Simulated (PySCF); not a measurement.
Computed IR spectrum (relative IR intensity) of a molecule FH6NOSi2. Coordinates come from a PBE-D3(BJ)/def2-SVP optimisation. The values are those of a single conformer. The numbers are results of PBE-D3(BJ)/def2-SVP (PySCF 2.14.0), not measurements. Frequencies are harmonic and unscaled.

```csv
ν (cm⁻¹),relative intensity
190,26
252,3.6
276,14
360,2.7
447,27
691,26
741,42
776,62
802,2.5
866,100
894,14
912,78
924,48
947,57
972,12
1158,87
2150,48
2156,39
2189,20
2229,41
3484,12
3779,27
```

Q: Identify the compound among the candidates.
(A) O[Si@H](F)N[SiH3]
(B) N[Si@@](O)(F)[SiH3]
(C) N[SiH2]O[SiH2]F
(D) N[Si@@H](F)O[SiH3]

A: A, O[Si@H](F)N[SiH3]
